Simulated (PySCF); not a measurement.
Gas-phase reaction: H2Se + 2 NH2 + Si → SiSe + 2 NH3

Energies from PySCF, thermal terms from the rigid-rotor harmonic-oscillator model, ideal gas at 1 bar. † marks an energy on the PBE0/def2-TZVP geometry and frequencies; other levels use their own. MP2 and CCSD(T) freeze the core. Open shells (unrestricted): NH2 (multiplicity 2), Si (multiplicity 3, electronic degeneracy 9); the rest are closed-shell singlets. Spin-orbit splitting is ignored; it lowers the true energy and changes the entropy of Si. Se: all electrons, no relativistic terms. MP2 isn't extrapolated to the basis-set limit; its ΔH°(298 K) is -765.3 kJ in def2-SVP and -806.4 kJ in def2-TZVPP. CCSD(T) isn't extrapolated to the basis-set limit; its ΔH°(298 K) is -720.8 kJ in def2-SVP and -753.6 kJ in def2-TZVPP. The harmonic model lacks anharmonicity and excited electronic states, which grow with temperature; levels with a mode under 35 cm⁻¹ are left out.

```
level                ΔE electronic, kJ  ΔH°(298 K), kJ  ΔS°(298 K), J/K  ΔG°(1000 K), kJ
-------------------  -----------------  --------------  ---------------  ---------------
CCSD(T)/def2-SVP†                 -762            -721             -157             -557
CCSD(T)/def2-TZVPP†               -795            -754             -157             -590
HF/def2-TZVP†                     -544            -503             -157             -339
MP2/def2-SVP†                     -807            -765             -157             -602
MP2/def2-TZVPP†                   -848            -806             -157             -643
PBE/def2-SVP                      -817            -777             -157             -613
PBE0/def2-SVP†                    -787            -746             -157             -582
r2SCAN/def2-TZVP†                 -785            -744             -157             -580
ωB97M-V/def2-TZVP†                -823            -781             -157             -617
```
ΔH° is lowest at MP2/def2-TZVPP† and highest at HF/def2-TZVP†. No reference value is set beside these.
